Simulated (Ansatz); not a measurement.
A structure relaxed at PBE0-D4/def2-TZVP, charge 0, multiplicity 1:

```xyz
11

C     0.8330    0.9891    0.9039
B     0.1441    0.3695   -0.3666
C    -0.0130   -1.1642   -0.5500
Se   -1.8291   -0.7861    0.1765
H     0.8848    0.3127    1.7622
H     1.8683    1.2347    0.6306
H     0.3733    1.9253    1.2280
H    -0.1601    1.0667   -1.2963
H     0.4557   -1.8397    0.1638
H    -0.1217   -1.6242   -1.5273
H    -2.4354   -0.4837   -1.1249
```

Question: Give its formula and SMILES.

Answer: C2H7BSe, `CBC[SeH]`.

Question: Summarise the bond lengths by kind.

Answer: 2 × B–C 1.553 to 1.572 Å; 5 × C–H 1.086 to 1.099 Å; 1 × B–H 1.201 Å; 1 × C–Se 1.992 Å; 1 × H–Se 1.467 Å.

All numbers were calculated with Ansatz.
